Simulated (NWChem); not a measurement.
Species: BH3S2; SMILES SBS

```xyz
6

B      0.0000     0.0000    -0.6966
H      0.0000     0.0000    -1.8997
S     -1.5414     0.0000     0.2215
H     -2.3565     0.0000    -0.8533
S      1.5414     0.0000     0.2215
H      2.3565     0.0000    -0.8533
```
Atoms are numbered in this order, from 1.

All runs: NWChem. All runs use the structure optimised with PBE0/def2-SVP. Ions are spin-unrestricted doublets at the neutral geometry; other ion states weren't tried.

Predict the results for B3LYP/def2-SVP. Quantities: vertical ionisation energy, ΔSCF (eV); −ε(HOMO) (eV).


```json
{
 "vertical ionisation energy, ΔSCF (eV)": "9.52",
 "−ε(HOMO) (eV)": "7.06"
}
```
